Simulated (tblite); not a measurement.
Compound: C5H15NOSi2.
Numbering: `[CH3:1][NH:2][SiH2:3][SiH2:4][C:5]([CH3:6])([CH3:7])[CH:8]=[O:9]` (hydrogens: H10, H11, H12 on C1; H13 on N2; H14, H15 on Si3; H16, H17 on Si4; H18, H19, H20 on C6; H21, H22, H23 on C7; H24 on C8)

Computed geometry: GFN2-xTB, gas phase.

Task: What internal coordinates does the optimisation give?

Result: 
| bond | length (bohr) | order |
| --- | --- | --- |
| C1–N2 | 2.727 | single |
| N2–Si3 | 3.234 | single |
| Si3–Si4 | 4.357 | single |
| Si4–C5 | 3.698 | single |
| C5–C6, C5–C7 | 2.882 | single |
| C5–C8 | 2.775 | single |
| C8=O9 | 2.291 | double |
| C1–H10, C1–H11, C1–H12 | 2.063 | single |
| N2–H13 | 1.916 | single |
| Si3–H14, Si3–H15 | 2.789 | single |
| Si4–H16, Si4–H17 | 2.781 | single |
| C6–H18 and 5 like bonds | 2.057 | single |
| C8–H24 | 2.096 | single |

Bonds in one row agree within 0.02 bohr and their mean is given. Orders are formal, as drawn. A selection of angles:
| angle | degrees |
| --- | --- |
| C1–N2–Si3 | 123.6 |
| N2–Si3–Si4 | 108.9 |
| Si3–Si4–C5 | 115.6 |
| Si4–C5–C6 | 110.3 |
| Si4–C5–C7 | 108.3 |
| Si4–C5–C8 | 102.2 |
| C6–C5–C7 | 111.1 |
| C6–C5–C8 | 111.8 |
| C7–C5–C8 | 112.6 |
| C5–C8–O9 | 126.4 |
| H13–N2–C1 | 111.5 |
| H13–N2–Si3 | 118.4 |

Dihedral angles: C1–N2–Si3–Si4 178° (antiperiplanar); N2–Si3–Si4–C5 -9° (synperiplanar); Si3–Si4–C5–C6 -173° (antiperiplanar); Si4–C5–C8–O9 -84° (synclinal). The mirror-image conformer, all signs reversed, is as good.

Si3 (SiH2 silicon) is distorted tetrahedral (angles from 104.8° to 116.0°). Of the pairs four or more bonds apart, those above aside, N2···H23 is among the closest relative to their van der Waals radii: 2.63 Å, 96 % of the sum of Bondi's values. N2 (silicon-bound nitrogen) has angles 123.6°, 118.4° and 111.5°, sum 353.6°, 0.20 Å off the plane of its three neighbours. The 3 C–C bonds span 1.469 Å (C5–C8, drawn single) to 1.526 Å (C5–C7, drawn single), a spread of 0.057 Å. Si4 (SiH2 silicon) is distorted tetrahedral (angles from 101.6° to 115.6°). H13 on N2 lies 2.02 Å from O9, 6 bonds away (angle at H 152°; Bondi radii sum to 2.72 Å).

Point group: C1 (no symmetry element, even within 0.4 Å). Its GFN2-xTB frequencies are all real (lowest 42 cm⁻¹). One conformer, not necessarily the lowest. 3 starts were optimised and ended at 0.00, 2.55 and 3.25 kcal/mol (GFN2-xTB); the lowest of these is shown.

Hardware: one thread, Intel Xeon at 2.70 GHz (x86_64) (shared host). Cost: 4.5 s. These figures are those of the optimisation.
